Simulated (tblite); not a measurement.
Compound: C5H8O3 (charge +1 and doublet state).
Cartesian coordinates in Å at the GFN2-xTB level; atoms count from 1:
```
atom  x, y, z in Å
C1    -2.135    0.433   -0.068
C2    -1.008   -0.491    0.276
C3     0.308   -0.148   -0.529
C4     1.534   -0.960   -0.101
O5     2.369   -0.019    0.499
C6     1.870    1.227    0.381
O7     2.315    2.216    0.825
O8     0.702    1.160   -0.351
H9    -1.856    1.479    0.037
H10   -2.976    0.223    0.610
H11   -2.556    0.253   -1.060
H12   -1.265   -1.535    0.093
H13   -0.729   -0.362    1.329
H14    0.024   -0.284   -1.585
H15    1.335   -1.781    0.600
H16    2.059   -1.400   -0.968
```

Computed geometry: GFN2-xTB, gas phase. This method treats the open shell by occupation alone, without spin polarisation.

Masses are those of the commonest isotopes; rigid-rotor values at the optimised geometry. The values belong to one conformer with, in the numbering `[CH3:1][CH2:2][C@@H:3]1[CH2:4][O:5][C:6](=[O+:7])[O:8]1`, C1–C2–C3–C4 173°, C2–C3–C4–O5 -112°, C3–C4–O5–C6 -5°, C4–O5–C6–O7 177°, O5–C6–O8–C3 10°.

(1) Give the principal moments of inertia and the rotational constants in MHz.

(2) Classify the top.

(3) What does the inertial defect say?

(4) List the rotational levels J(Ka,Kc) to J = 2 (K).

(5) Estimate the classical rotational partition function at 25 K, 100 K and 298.15 K.

Answers

(1) Ia = 128.55, Ib = 326.73, Ic = 413.38 u·Å²; 505379 MHz·u·Å²/I gives A = 3931, B = 1547, C = 1223 MHz.

(2) An asymmetric top. Ray's parameter κ = (2B − A − C)/(A − C) = -0.761; −1 is the prolate and +1 the oblate limit.

(3) Not planar: Δ = Ic − Ia − Ib = -41.89 u·Å². For a rigid frame Δ = −2 Σ m c², so Σ m c² = 20.94 u·Å² lies off the ab plane: 7.51 from hydrogen and 13.44 from heavier atoms. The atom farthest from that plane is 1.48 Å away.

(4) Above 0(0,0), as E/k:
J = 1: 1(0,1) 0.133, 1(1,1) 0.247, 1(1,0) 0.263
J = 2: 2(0,2) 0.397, 2(1,2) 0.498, 2(1,1) 0.544, 2(2,1) 0.888, 2(2,0) 0.889
The levels of one J sum to (2J + 1)J(J + 1)(A + B + C)/3.

(5) Point group C1, symmetry number σ = 1; q = (√π/σ)·√((kT/h)³/(ABC)), k/h = 20836.6 MHz/K: 7730 at 25 K, 61800 at 100 K, 318000 at 298.15 K.

For this open shell read J as N, the rotation without spin; fine and hyperfine splittings come on top. Its GFN2-xTB frequencies are all real (lowest 76 cm⁻¹). These are rigid-rotor constants of the computed structure; measured ground-state constants (B0) also hold zero-point vibration.
